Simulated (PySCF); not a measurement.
An unknown gives this computed stick spectrum. The calculation used PySCF 2.14.0, density-fitted response routines, TDDFT CAM-B3LYP/def2-SVPD, vertical, gas phase, core orbitals frozen in the response. Geometries: PBE0-D3(BJ)/def2-SVP, one conformer each. Relativistic effects are left out although some hold elements past zinc.

| state | E (eV) | f |
| --- | --- | --- |
| S1 | 6.56 | 0.0063 |
| S2 | 6.70 | 0.0028 |
| S3 | 7.22 | 0.139 |
| S4 | 7.38 | 0.121 |
| S5 | 7.84 | 0.0011 |
| S6 | 7.94 | 0.0051 |
| S7 | 8.16 | 0.0022 |
| S8 | 8.33 | 0.069 |
| S9 | 8.35 | 0.067 |
| S10 | 8.46 | 0.046 |

Triplets computed (Tamm–Dancoff): 6.09, 6.22, 6.91, 7.03 eV.

Orbital energies (eV): HOMO-3 -11.55, HOMO-2 -10.10, HOMO-1 -8.92, HOMO -8.78, LUMO 0.82, LUMO+1 1.19, LUMO+2 1.54.

**Question.** Which candidate is it?
A. `C(CS(=O)(=O)C)O`
B. `[GaH3-][O+]1CCCC1`
C. `CCC(C)(C)C`

**Answer.** B. Its S1, at 6.56 eV, is the lowest among the candidates; the nearest of the others has S1 at 7.62 eV. S1 is HOMO→LUMO+1 (51%), HOMO→LUMO (28%), HOMO→LUMO+2 (17%). Löwdin shares by element: HOMO hydrogen 53% or more, gallium 38%; LUMO carbon 27% or more, gallium 20% (atoms not listed hold the other 53%). At the same level the other candidates give, for their lowest levels:
- `CCC(C)(C)C`: 8.59 eV (f 0.033); 8.76 eV (f 0.053); 8.79 eV (f 0.040); 9.26 eV (f 0.055); 9.39 eV (f 0.074); T1 8.40 eV; HOMO -10.10, LUMO 1.29 eV
- `CS(=O)(=O)CCO`: 7.62 eV (f 0.012); 7.74 eV (f 0.009); 8.26 eV (f 0.012); 8.36 eV (f 0.018); 8.39 eV (f 0.010); HOMO -9.76, LUMO 0.61 eV
